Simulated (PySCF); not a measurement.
From one molecule to another.

First species: CH₇FSSi₂.
Geometry (GFN2-xTB, Å), atoms numbered from 1 in this order:
```xyz
12
CH7FSSi2 angstrom
F     -0.5929    1.6009    0.6390
C     -1.4845    0.5428    0.6273
Si    -1.0854   -0.6252   -0.8402
S      0.7745   -1.6191   -0.5194
Si     2.1395   -0.0599    0.1230
H     -1.3955    0.0539    1.6008
H     -2.4811    0.9814    0.5480
H     -2.0819   -1.6824   -0.8787
H     -1.0199    0.1906   -2.0474
H      3.4230   -0.7293   -0.0034
H      1.8175    0.2732    1.5022
H      1.9878    1.0722   -0.7770
```

Second species: C₄H₃ClNP.
Bonds: Cl1–C2, C2–C3 (aromatic), C3–P4 (aromatic), P4–C5 (aromatic), C5–C6 (aromatic), C6–N7 (aromatic), C2–N7 (aromatic). Hydrogens: H8 on C3; H9 on C5; H10 on C6.

Levels: PBE0/def2-SVPD for dipole moment, HOMO energy, LUMO energy, HOMO–LUMO gap, static isotropic polarisability and electronic spatial extent ⟨r²⟩ about the centre of nuclear charge; TDDFT PBE0/def2-SVPD for lowest singlet excitation; TDA PBE0/def2-SVPD for lowest triplet excitation (Tamm–Dancoff); GFN2-xTB for rotational constant A and rotational constant C. Geometries: GFN2-xTB. Each species is one conformer at its optimised geometry, gas phase, non-relativistic unless stated. Electronic properties by PySCF.

The conformers computed, where there is a choice (atom-mapped SMILES and torsion angles):
- `[F:1][CH2:2][SiH2:3][S:4][SiH3:5]`: F1–C2–Si3–S4 68°, C2–Si3–S4–Si5 -46°

Values for the first species:

```
Dipole moment                                                     : 1.17 D
HOMO energy                                                       : -7.31 eV
LUMO energy                                                       : -0.28 eV
HOMO–LUMO gap                                                     : 7.03 eV
Lowest singlet excitation                                         : 5.74 eV
Lowest triplet excitation (Tamm–Dancoff)                          : 5.36 eV
Static isotropic polarisability                                   : 87.8 au
Electronic spatial extent ⟨r²⟩ about the centre of nuclear charge : 975 bohr²
Rotational constant A                                             : 2.895 GHz
Rotational constant C                                             : 1.209 GHz
```

(1) Estimate the same properties for the second species, and the change in each.

Results:

(1) 
```json
{"property": "dipole moment", "first": "1.17 D", "second": "2.28 D", "second less first": "+1.11 D"}
{"property": "HOMO energy", "first": "-7.31 eV", "second": "-7.95 eV", "second less first": "-0.64 eV"}
{"property": "LUMO energy", "first": "-0.28 eV", "second": "-2.42 eV", "second less first": "-2.14 eV"}
{"property": "HOMO–LUMO gap", "first": "7.03 eV", "second": "5.53 eV", "second less first": "-1.50 eV"}
{"property": "lowest singlet excitation", "first": "5.74 eV", "second": "4.17 eV", "second less first": "-1.57 eV"}
{"property": "lowest triplet excitation (Tamm–Dancoff)", "first": "5.36 eV", "second": "3.45 eV", "second less first": "-1.91 eV"}
{"property": "static isotropic polarisability", "first": "87.8 au", "second": "89.8 au", "second less first": "+2.0 au"}
{"property": "electronic spatial extent ⟨r²⟩ about the centre of nuclear charge", "first": "975 bohr²", "second": "1049 bohr²", "second less first": "+74 bohr²"}
{"property": "rotational constant A", "first": "2.895 GHz", "second": "4.208 GHz", "second less first": "+1.313 GHz"}
{"property": "rotational constant C", "first": "1.209 GHz", "second": "0.997 GHz", "second less first": "-0.212 GHz"}
```

On the first: The vertical singlet–triplet gap S1 − T1 is 0.38 eV (TDDFT singlet less Tamm–Dancoff triplet; S1: HOMO→LUMO, weight 0.98; T1: HOMO→LUMO, weight 0.97). The 8 singlets span 5.74 to 7.39 eV, and their oscillator strengths add up to 0.09.

On the second: In wavenumbers S1 is 33600 cm⁻¹ (1 eV = 8065.54 cm⁻¹). No computed singlet falls in the visible range (750 to 380 nm, 1.65 to 3.26 eV); S1 lies 0.91 eV above its blue end.
